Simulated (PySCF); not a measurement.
# Frontier levels across methods

Species: C6H4BrF.
Cartesian coordinates in Å at the PBE0-D3(BJ)/def2-SVP level; atoms count from 1:
```xyz
12
C6H4BrF angstrom
F     -3.1384   -0.2368   -0.0278
C     -1.8111   -0.1523    0.0113
C     -1.0569   -1.3195    0.0370
C      0.3323   -1.2310    0.0756
C      0.9435    0.0226    0.0882
Br     2.8256    0.1426    0.1371
C      0.1792    1.1889    0.0640
C     -1.2101    1.1009    0.0254
H     -1.5634   -2.2860    0.0262
H      0.9404   -2.1367    0.0953
H      0.6686    2.1640    0.0749
H     -1.8339    1.9961    0.0058
```

Basis pcSseg-1 throughout (PySCF), one geometry. Isolated species at its PBE0-D3(BJ)/def2-SVP geometry, gas phase. The calculation is non-relativistic, for bromine too.

**Question.** How do the orbital energies, the gap and the dipole change with the method?

**Answer.** 
| method | kind | HOMO (eV) | LUMO (eV) | gap (eV) | μ (D) | SCF cycles |
| --- | --- | --- | --- | --- | --- | --- |
| B97-D | GGA | -5.95 | -1.68 | 4.26 | 0.26 | 13 |
| KT2 | GGA | -6.02 | -1.76 | 4.26 | 0.25 | 13 |
| BP86 | GGA | -6.10 | -1.89 | 4.21 | 0.28 | 14 |
| B97-2 | global hybrid | -6.85 | -0.96 | 5.89 | 0.23 | 12 |
| PBE0 | global hybrid | -7.09 | -0.93 | 6.16 | 0.22 | 12 |
| mPW1PW91 | global hybrid | -7.12 | -0.95 | 6.17 | 0.21 | 12 |
| HF | Hartree–Fock | -9.23 | 2.64 | 11.87 | 0.12 | 13 |
| LC-wPBE | range-separated hybrid | -9.56 | 1.18 | 10.74 | 0.25 | 12 |

The HOMO spans 3.62 eV, from B97-D down to LC-wPBE, and the gap runs from 4.21 eV (BP86) to 11.87 eV (HF). Over the methods B97-D (0 %), KT2 (0 %), BP86 (0 %), B97-2 (21 %), PBE0 (25 %), mPW1PW91 (25 %), HF (100 %), a straight line through the gap against the share of exact exchange rises by 0.76 eV for each 10 % (correlation coefficient 1.000). The dipole ranges from 0.12 D (HF) to 0.28 D (BP86). This basis has no diffuse functions.

The vertical ΔSCF ionisation energy at wB97X-D/def2-SVPD is 9.05 eV; −ε(HOMO) comes closest to it with HF (9.23 eV).
